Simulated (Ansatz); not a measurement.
System: BaF (charge 0, doublet). SMILES: [F][Ba]
Structure (B3LYP-D3(BJ)/def2-TZVP (Ansatz, a first-principles code) minimum search):
```
Ba
F 1 2.1684
```
Charge 0, spin multiplicity 2.

Quantity: atomisation energy (electronic, to ground-state atoms), in eV. Cores are frozen in the correlated levels unless marked. Open shells are spin-unrestricted. No spin-orbit coupling. The frozen core is the preceding noble-gas configuration, with the filled d and f shells of earlier blocks. The outer core of K, Ca and their heavier congeners is not correlated, a term that matters for these elements. Past Kr the def2 sets carry scalar-relativistic core potentials. CBS marks a two-point X^-3 extrapolation of the correlation energy; Hartree-Fock from the larger set. [CCSD(T)-MP2]/basis is that difference in the basis named.

```tsv
level	program	atomisation energy (eV)
HF/def2-TZVPPD	Ansatz	4.43
r2SCAN-D3(BJ)/def2-TZVPD	Ansatz + dftd3	6.30
B3LYP/def2-TZVPD	Ansatz	5.96
PBE0-D3(BJ)/def2-TZVP	Ansatz + dftd3	5.95
PBE0-D3(BJ)/def2-TZVPD	Ansatz + dftd3	6.00
PBE0-D4/def2-TZVP	Ansatz + dftd4	5.96
r2SCANh/def2-TZVPD	Ansatz	6.16
LC-wPBE-D3(BJ)/def2-TZVPD	Ansatz + dftd3	6.38
B2GP-PLYP-D3(BJ)/def2-TZVPD	Ansatz + dftd3	6.01
RI-MP2/def2-QZVPPD	Ansatz	6.35
SCS-MP2/def2-SVPD	Ansatz	5.92
CCSD/CBS(def2-TZVPPD,def2-QZVPPD)	Ansatz	5.74
CCSD(T)/def2-QZVPPD	Ansatz	5.86
RI-MP2/CBS(def2-TZVPP,def2-QZVPP)+[CCSD(T)-MP2]/def2-TZVPP	Ansatz	5.86
```
